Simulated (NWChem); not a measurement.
**OPb**

```xyz
2

Pb     0.0000     0.0000     0.1746
O      0.0000     0.0000    -1.7900
```
Charge 0, spin multiplicity 1.

Everything below was run with NWChem. All single points use one geometry, from PBE/def2-SVP with def2 effective core potentials on Pb, a minimum by its harmonic frequencies.

Symmetry labels belong to the abelian group C2v used in the runs, with the axes of the coordinates shown; states degenerate in a higher group split over its labels.

Effective core potentials replace the inner electrons of Pb; spin-orbit coupling is left out. The structure started from a generated list of species.

### Question
List the lowest 6 singlet excitations that TD-PBE/def2-SVPD with def2 effective core potentials on Pb gives, with oscillator strengths.

### Answer
```csv
state,symmetry,energy (eV),wavelength (nm),f
1,a2,3.15,394,0.000
2,a1,3.43,362,0.000
3,a2,3.43,362,0.000
4,b2,3.52,353,0.016
5,b1,3.52,353,0.016
6,a1,4.78,260,0.016
```
